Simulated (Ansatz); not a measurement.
`C=C[SiH2]C(=O)S`, relaxed with RKS PBE-D4/def2-SVP in Ansatz from a rough embedded geometry. The force threshold is 0.03 eV/Å; the program also tests the step.

The species carries charge 0 and has multiplicity 1.

Start:

```xyz
12

C     1.824   -1.209    1.492
C     0.773   -1.024    0.584
Si    0.051    0.594    0.071
C    -1.321    0.573   -1.125
O    -1.682   -0.585   -1.581
S    -2.111    1.992   -1.700
H     2.279   -0.390    1.990
H     2.114   -2.191    1.683
H     0.274   -1.869    0.129
H     1.171    1.444   -0.403
H    -0.405    1.278    1.359
H    -2.967    1.387   -2.497
```

| step | energy (eV) | largest force (eV/Å) | largest move (Å) |
| --- | --- | --- | --- |
| 1 | -23942.6316 | 5.767 | 0.000 |
| 2 | -23943.1948 | 3.177 | 0.153 |
| 3 | -23943.2224 | 1.183 | 0.158 |
| 4 | -23943.3105 | 1.156 | 0.137 |
| 5 | -23943.3145 | 0.544 | 0.133 |
| 6 | -23943.3613 | 0.360 | 0.154 |
| 7 | -23943.3840 | 0.251 | 0.128 |
| 8 | -23943.3914 | 0.053 | 0.063 |
| 9 | -23943.3977 | 0.157 | 0.151 |
| 10 | -23943.4018 | 0.268 | 0.078 |
| 11 (rejected) | -23943.3841 | 1.280 | 0.195 |
| 12 | -23943.4109 | 0.099 | 0.098 |
| 13 | -23943.4165 | 0.141 | 0.098 |
| 14 | -23943.4208 | 0.319 | 0.146 |
| 15 | -23943.4242 | 0.491 | 0.083 |
| 16 | -23943.4348 | 0.302 | 0.200 |
| 17 (rejected) | -23943.4335 | 0.404 | 0.200 |
| 18 | -23943.4479 | 0.055 | 0.093 |
| 19 | -23943.4506 | 0.055 | 0.076 |
| 20 (rejected) | -23943.4437 | 0.398 | 0.149 |
| 21 (rejected) | -23943.4491 | 0.072 | 0.075 |
| 22 | -23943.4517 | 0.018 | 0.036 |
| 23 | -23943.4531 | 0.061 | 0.071 |
| 24 | -23943.4538 | 0.156 | 0.075 |
| 25 | -23943.4545 | 0.100 | 0.008 |
| 26 | -23943.4549 | 0.024 | 0.014 |
| 27 | -23943.4552 | 0.031 | 0.034 |
| 28 | -23943.4553 | 0.020 | 0.033 |

End:

```xyz
12

C     1.923   -1.171    0.897
C     0.589   -0.978    0.868
Si   -0.216    0.687    0.593
C    -1.406    0.496   -0.932
O    -2.264   -0.365   -0.956
S    -1.123    1.674   -2.288
H     2.638   -0.339    0.774
H     2.364   -2.172    1.046
H    -0.081   -1.849    0.988
H     0.818    1.750    0.344
H    -1.110    1.082    1.737
H    -2.130    1.185   -3.070
```

Run time 38 s (4 threads of an Intel Xeon on a shared host); peak host memory 0.18 GiB.
